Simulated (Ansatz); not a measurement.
## MnF2, sextet: CASSCF and its corrections

Computed with Ansatz's Gaussian-basis code (development build). Basis def2-SVP, nonrelativistic, 11 orbitals frozen in the corrections. State-specific CASSCF; RHF is the lowest restricted (open-shell) Hartree–Fock solution met. The basis is small, far from the limit. No symmetry is imposed, so a solution can break that of the shape. No proof that the lowest CASSCF solution was found.

Geometry:

```
atom   x (Å)   y (Å)    z (Å)
   F  0.0000  0.0000   1.9440
  Mn  0.0000  0.0000   0.0000
   F  0.0000  0.0000  -1.9440
```

**Question.** What do CASSCF and its corrections give against RHF in CAS(9,8), and what are the occupations?

**Answer.** CASSCF -0.497 eV, SC-NEVPT2 -12.233 eV; occupations 2.00, 1.98, 1.00, 1.00, 1.00, 1.00, 1.00, 0.02.
